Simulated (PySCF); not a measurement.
Spinor energies of Pd¹³⁺ (palladium, charge +13)

Start: [Ar] 3d10 4s2 4p3; 4p1/2 filled at m_j = -1/2, +1/2; 4p3/2 filled at m_j = +3/2. Calculated with PySCF 2.14 in an even-tempered Gaussian basis (18 s from 0.58 bohr⁻², ratio 2.8; 14 p from 0.75 bohr⁻², ratio 2.8; 9 d from 1.3 bohr⁻², ratio 2.8; 4 f from 4.9 bohr⁻², ratio 3): generalised Hartree-Fock with the X2C-1e Hamiltonian and a Gaussian nucleus; spin-orbit coupling (SO) screened by Boettger's factors.

| spinor shell | electrons | ε, screened SO (eV) | weight of nominal j (screened SO) | rms radius, screened SO (bohr) |
| --- | --- | --- | --- | --- |
| 1s1/2 | 2 | -24776.2 | 1.000 | 0.0365 |
| 2s1/2 | 2 | -3956.2 | 1.000 | 0.150 |
| 2p1/2 | 2 | -3682.6 | 1.000 | 0.130 |
| 2p3/2 | 4 | -3520.5 | 1.000 | 0.135 |
| 3s1/2 | 2 | -983.49 | 1.000 | 0.402 |
| 3p1/2 | 2 | -874.23 | 0.998 | 0.396 |
| 3d3/2 | 4 | -652.42 | 0.986 | 0.382 |
| 3d5/2 | 6 | -646.18 | 0.990 | 0.385 |
| 4s1/2 | 2 | -353.70 | 1.000 | 0.909 |
| 4p1/2 | 2 | -317.75 | 0.821 | 0.947 |
| 4p3/2 | 1 | -313.25 | 1.000 | 0.962 |

(1) Where does 3p3/2 lie, and what is the 3p spin-orbit splitting (screened SO)?

```
   quantity  screened SO
E (hartree)  -4985.74546
        M_J          3/2
       ⟨J²⟩        3.768
       ⟨L²⟩        0.599
       ⟨S²⟩        3.037
```

Each row is a mean over spinors that exchange with the open shell spreads, by up to 16.018 eV (4s1/2).

Rows whose weight is well below 1 are mixtures of j = l ± 1/2: exchange outweighs spin-orbit coupling there, and the label is only the starting occupation.

Breit and QED terms are absent; they matter most for the inner s and p1/2 levels.

Densities and radii are taken from the X2C orbitals without a picture-change correction, which distorts them close to the nucleus.

## Answers

(1) At -843.59 eV, 30.635 eV above 3p1/2.
